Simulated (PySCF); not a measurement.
A GIAO shielding run with PySCF 2.14.0 with density-fitted response routines (density fitting, non-relativistic, gas phase) on SMILES CC(C)[SiH3], C3H10Si:

```
$ OMP_NUM_THREADS=1 python probes_run.py task.json out

{"job": {"kind": "nmr", "xc": "PBE0", "basis": "def2-SVP", "pop": true}, "charge": 0, "multiplicity": 1}
C     -0.318340     1.272637    -0.585524
C      0.030937     0.153570     0.395229
C     -0.843122    -1.081513     0.183605
Si     1.874389    -0.276932     0.309265
H     -1.380146     1.558655    -0.498081
H     -0.152324     0.956337    -1.628895
H      0.284313     2.178439    -0.414696
H     -0.135843     0.527020     1.423046
H     -1.913152    -0.828532     0.270590
H     -0.692392    -1.511770    -0.820491
H     -0.629102    -1.873297     0.918559
H      2.225238    -1.326897     1.316816
H      2.709030     0.936752     0.574529
H      2.217045    -0.797000    -1.053157
```

Hardware: 1 thread of an Arm Neoverse V2, shared host. The job also computes population analyses, field gradients.

(1) How large is the calculation?

(2) How long does it take, and how much memory does it need?

(3) And these other runs on the same molecule and hardware: GIAO shielding at B3LYP/pcSseg-2; GIAO shielding at B97-D/pcSseg-2; GIAO shielding at BLYP/pcSseg-2; GIAO shielding at BP86/pcSseg-2; GIAO shielding at HF/pcSseg-2; GIAO shielding at KT3/pcSseg-2?

Results:

(1) 42 electrons, 110 basis functions and 581 auxiliary functions.

(2) 5.8 s of wall time, with 12 SCF cycles and 4 response iterations; peak memory 0.59 GiB. Times on a shared host scatter by some tens of per cent.

(3) B3LYP/pcSseg-2: 291 functions, 33 s; B97-D/pcSseg-2: 291 functions, 44 s; BLYP/pcSseg-2: 291 functions, 43 s; BP86/pcSseg-2: 291 functions, 44 s; HF/pcSseg-2: 291 functions, 17 s; KT3/pcSseg-2: 291 functions, 44 s.
